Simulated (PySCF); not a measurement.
**C₆ coefficients of unlike pairs at BP86**

Calculated with PySCF 2.14 from the dipole response of each species, C₆(A,B) = (3/π) ∫ α_A(iu) α_B(iu) du, in atomic units, from isotropic polarisabilities. For ions this is the dispersion term alone; charge-induced terms of lower order in 1/R come first.

```
species      configuration                         basis     relativity  α (bohr³)  C₆ (like pair)
     Mg      [Ne] 3s2 (1S)         aug-cc-pCVDZ (6s5p3d)           none      73.34           651.1
     C⁺  [He] 2s2 2p1 (2P)  aug-cc-pCVQZ-DK (9s8p6d4f2g)  spin-free X2C      6.086           14.65
     Li      [He] 2s1 (2S)    aug-cc-pCVTZ-DK (7s6p4d2f)  spin-free X2C      147.0            1188
   Cl³⁺  [Ne] 3s2 3p2 (3P)   aug-cc-pVQZ-DK (7s6p4d3f2g)  spin-free X2C      4.294           11.63
```

(1) Estimate C₆ for Cl³⁺ with Li.

No spin-orbit coupling is included.

The other pairs:

```tsv
pair	C₆
Cl³⁺, Mg	64.50
Li, C⁺	87.16
C⁺, Mg	82.56
Li, Mg	817.3
Cl³⁺, C⁺	12.79
```

Results:

(1) The integral gives 65.11. The combination rule 2 C_A C_B / (C_A α_B/α_A + C_B α_A/α_B) gives 63.85 and the geometric mean 117.5.
